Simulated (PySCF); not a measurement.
## From computed data to an observable: chemical shift, span and skew from a shielding tensor

C₃H₁₀O₂Si, SMILES C([C@H](O)C)O[SiH3]. Atoms are numbered in the order given.

```xyz
16

C     -2.2744     0.5646     0.3240
C     -1.5196    -0.4987    -0.4729
O     -1.2766    -0.0809    -1.8012
C     -0.1963    -0.8863     0.1848
O      0.6643     0.2432     0.1195
Si     2.2159     0.2832     0.7386
H     -3.1831     0.8614    -0.2195
H     -2.5643     0.1919     1.3199
H     -1.6422     1.4558     0.4617
H     -2.1378    -1.4107    -0.5423
H     -0.5642     0.5740    -1.7418
H      0.2500    -1.7339    -0.3672
H     -0.3569    -1.1994     1.2340
H      2.1994     0.0360     2.2118
H      3.0715    -0.7568     0.0925
H      2.7448     1.6400     0.4484
```

The structure is a stationary point at B3LYP-D3(BJ)/def2-SVP. Other conformers were not sampled.

GIAO shieldings from HF/pcSseg-1 (PySCF), non-relativistic, no solvent. The symmetric part of the tensor of C1 has the principal values 147.9, 170.7, 190.7 ppm. The same nucleus in TMS has σ = 192.6 ppm at this level (PySCF, at its B3LYP-D3(BJ)/def2-TZVP geometry).

Work out the isotropic shielding, the ¹³C shift against TMS, the span and the skew.


σ(iso) = (σ11 + σ22 + σ33)/3 = 169.8 ppm. δ = σ(ref) − σ(iso) = 192.6 − (169.8) = 22.8 ppm.
Span Ω = σ33 − σ11 = 42.8 ppm. Skew κ = 3(σ(iso) − σ22)/Ω = -0.07. Tumbling in solution averages the tensor to δ; in a static solid the shielding alone would spread this spin-1/2 line over Ω.
